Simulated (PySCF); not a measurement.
Gas-phase reaction: 2 ZrO₂ + H₂O + 6 Cl = 2 ZrCl₃OH + 3 O

Computed with PySCF and rigid-rotor harmonic-oscillator thermochemistry at 1 bar. S°(298 K) at PBE0/def2-TZVP differs from the NASA 1993 table for ZrO₂ (-6 J/mol/K); whether the harmonic model or the table's entry is off was not settled. † marks an energy on the PBE0/def2-TZVP geometry and frequencies. MP2 and CCSD(T) freeze the core. Open shells (unrestricted): Cl (multiplicity 2, electronic degeneracy 6), O (multiplicity 3, electronic degeneracy 9); the rest are closed-shell singlets. Spin-orbit splitting is ignored; it lowers the true energy and changes the entropy of Cl, O. B3LYP is the form with VWN-RPA correlation. Zr: scalar-relativistic def2 core potential, no spin-orbit coupling. ZrCl₃OH: computed as isolated molecules; such fragments, hydroxides, amides, oligomers or adducts are transient or little studied in the gas. MP2 isn't extrapolated to the basis-set limit; its ΔH°(298 K) is -1119.5 kJ in def2-SVP and -1109.9 kJ in def2-TZVPP. CCSD(T) isn't extrapolated to the basis-set limit; its ΔH°(298 K) is -1245.1 kJ in def2-SVP and -1218.7 kJ in def2-TZVPP. The harmonic model lacks anharmonicity and excited electronic states, which grow with temperature; levels with a mode under 35 cm⁻¹ are left out. Soft modes under 120 cm⁻¹ make the harmonic entropy rough for ZrCl₃OH. Warning, large T1 diagnostic: ZrO₂ (CCSD(T)/def2-SVP†, CCSD(T)/def2-TZVPP†).

```tsv
level	ΔE electronic, kJ	ΔH°(298 K), kJ	ΔS°(298 K), J/K	ΔG°(1400 K), kJ
B3LYP/def2-TZVP†	-1154	-1155	-482	-519
BLYP/def2-TZVP†	-1017	-1018	-482	-382
CCSD(T)/def2-SVP†	-1245	-1245	-482	-610
CCSD(T)/def2-TZVPP†	-1218	-1219	-482	-583
M06-2X/def2-TZVP†	-1284	-1285	-482	-649
MP2/def2-SVP†	-1119	-1119	-482	-484
PBE/def2-TZVP†	-1086	-1087	-482	-451
PBE0/def2-QZVP†	-1231	-1232	-482	-596
PBE0/def2-SVP†	-1304	-1305	-482	-669
LDA/def2-TZVP†	-1165	-1165	-482	-530
ωB97X-V/def2-TZVP†	-1267	-1268	-482	-632
```
ΔH° is lowest at PBE0/def2-SVP† and highest at BLYP/def2-TZVP†. No reference value is set beside these.
